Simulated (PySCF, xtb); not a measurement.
H9N3Si2, SMILES N[SiH2]N[SiH2]N. Other conformers were not sampled.

Harmonic wavenumbers (cm⁻¹) from GFN2-xTB (xtb) at its own minimum, in rising order: 23, 47, 116, 146, 153, 219, 229, 333, 459, 470, 493, 516, 594, 632, 704, 726, 749, 758, 792, 814, 822, 876, 908, 968, 1190, 1531, 1532, 2210, 2223, 2275, 2289, 3447, 3481, 3482, 3516, 3517.

What does B3LYP-D3(BJ)/def2-SVP (PySCF 2.14.0) give at its own minimum? (An estimate is asked for; the answer gives what the named calculation found.)

52, 54, 170, 189, 213, 310, 312, 369, 373, 509, 581, 595, 702, 705, 790, 823, 857, 863, 887, 929, 955, 978, 988, 996, 1204, 1538, 1540, 2187, 2197, 2200, 2213, 3548, 3568, 3568, 3663, 3663. Paired by order, the mean absolute difference is 73 cm⁻¹ and the zero-point energies are 61.8 and 64.7 kcal/mol.
